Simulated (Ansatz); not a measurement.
`O=C=[N][In]([Cl])[Cl]` + CH₃OH → `C[O][In]([Cl])[Cl]` + `N=C=O` at 500 K and 1 bar (ligand exchange at the In–N bond).

Calculated with Ansatz (gas phase, PBE0-D4/def2-TZVP geometries, no zero-point term in ΔE). CBS: MP2 limit from def2 TZ/QZ plus the TZ coupled-cluster correction, frozen cores. This one scheme is used for every species. def2 core potentials past Kr. For In outer-core shells are correlated without core-valence functions, which leaves a few kJ/mol of doubt a bond. One conformer a species, not always the lowest.

```
                species  CCSD(T)/CBS energy (Eh)  H − E (kJ/mol)  S (J/(mol·K))
`O=C=[N][In]([Cl])[Cl]`              -1277.41850            84.9          455.9
                  CH₃OH               -115.61712           157.0          265.4
   `C[O][In]([Cl])[Cl]`              -1224.50245           160.5          460.6
                `N=C=O`               -168.51995            77.7          264.2
```

H − E and S are ideal-gas, rigid-rotor, harmonic terms from PBE0-D4/def2-TZVP, for one conformer and one mirror image of each species. 1 Eh = 2625.50 kJ/mol, R = 8.31446 J/(mol·K).

Question: By hand: ΔE, ΔH, ΔS and ΔG.

Answer: ΔE = (-1224.50245) + (-168.51995) − (-1277.41850) − (-115.61712) = 0.01322 Eh = 34.7 kJ/mol. Δ(H − E) = 160.5 + 77.7 − 84.9 − 157.0 = -3.7, so ΔH = 31.0 kJ/mol. ΔS = 460.6 + 264.2 − 455.9 − 265.4 = 3.5 J/(mol·K). ΔG = 31.0 − 500 × (3.5)/1000 = 29.2 kJ/mol.

Question: By hand: the equilibrium constant, and the temperature at which ΔG would vanish if ΔH and ΔS stayed fixed.

Answer: log₁₀ K = −ΔG/(RT ln 10) = -3.1. ΔG = 0 at ΔH/ΔS = 8857 K, far beyond where these terms or the molecules hold.

The number of gas molecules stays the same, so ΔS is small and ΔH decides. A doubt of 5 kJ/mol in ΔE shifts log₁₀ K by 0.5 here. Other conformers and mirror images would add mixing entropy, several J/(mol·K) or more a flexible species. Modes under 60 cm⁻¹, often nearly free rotors, make the harmonic entropy too high. These are equilibria of isolated gas molecules and say nothing of rates. Largest T1 diagnostic: 0.018 (customary marks: 0.02 for closed shells, 0.045 for open ones).
